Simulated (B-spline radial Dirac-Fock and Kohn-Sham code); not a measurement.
**The L3 (2p3/2) hole of tellurium ions: width and yield against charge**

Model: a relativistic independent-particle model: LDA orbitals of the hole state, radiative multipoles to third order, Auger rates from the Coulomb interaction with a continuum orbital, Dirac-Fock energies. Program: a radial atomic solver. Tabulated ground configurations, configuration averages; single configurations, so decays that open only by mixing (as 1s 2s² with 1s 2p² in Be-like ions) are missing and such tiny yields are far too low.

| ion | configuration | radiative (eV) | non-radiative (eV) | yield |
| --- | --- | --- | --- | --- |
| Te | [Kr] 4d10 5s2 5p4 | 0.215 | 2.42 | 0.0816 |
| Te⁺ | [Kr] 4d10 5s2 5p3 | 0.215 | 2.42 | 0.0816 |
| Te²⁺ | [Kr] 4d10 5s2 5p2 | 0.215 | 2.42 | 0.0817 |
| Te³⁺ | [Kr] 4d10 5s2 5p1 | 0.215 | 2.42 | 0.0818 |
| Te⁴⁺ | [Kr] 4d10 5s2 | 0.215 | 2.41 | 0.0819 |
| Te⁵⁺ | [Kr] 4d10 5s1 | 0.216 | 2.42 | 0.0819 |
| Te⁶⁺ | [Kr] 4d10 | 0.216 | 2.42 | 0.0818 |
| Te⁷⁺ | [Kr] 4d9 | 0.215 | 2.41 | 0.0818 |

Values without a named source are computed, but for edge energies of neutral atoms, which are taken from tables.
